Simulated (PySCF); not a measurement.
## AsC⁺: frontier orbitals

B97-3 at R = 1.750 Å; As aug-cc-pVDZ-PP with ECP10, C aug-cc-pVDZ; scalar-relativistic core potentials (PySCF 2.14). State: ³Π (triplet), unpaired electrons σ ↑, π ↑. Only the outer orbitals are listed, counted within each symmetry, core potentials removing the inner ones.

```tsv
spin	orbital	occ.	ε (eV)	on As (%)	main shells (%)
α	5σ	1	-28.69	46	47 C s, 41 As s
α	6σ	1	-21.75	52	47 As s, 44 C s
α	7σ	1	-16.92	42	51 C p, 33 As p
α	3π	1	-16.46	38	59 C p, 37 As p
α	3π	1	-15.76	37	62 C p, 35 As p
α	4π	0	-10.13	63	61 As p, 38 C p
α	4π	0	-9.50	65	63 As p, 35 C p
β	5σ	1	-27.07	58	54 As s, 34 C s
β	6σ	1	-19.76	61	41 As s, 39 C s, 19 As p
β	3π	1	-14.98	62	61 As p, 36 C p
β	3π	0	-12.54	66	64 As p, 33 C p
β	7σ	0	-11.70	25	45 C p, 29 C s, 26 As p
β	4π	0	-8.64	43	57 C p, 38 As p
```

Question: Which are the highest filled and the lowest empty level, where do they sit, and how wide is the gap?

Answer: Highest filled β 3π at -14.98 eV (in %: 61 As p, 36 C p); lowest empty β 3π at -12.54 eV (in %: 64 As p, 33 C p); the gap at B97-3 is 2.44 eV. Both belong to one degenerate shell, split only by its one-sided filling, so this is no excitation gap.

The bond order (Mayer) is 2.15. The ⟨S²⟩ is 2.064, the charge on As (Mulliken, basis-dependent) is 1.04 and the charge on As (Löwdin, basis-dependent) is 1.10. The dipole moment (positive dipole points towards C; it is taken about the centre of mass and depends on that origin) is 0.19 D.

Spin–orbit coupling is left out. The state was picked by a PBE0 search and need not be the measured ground state.
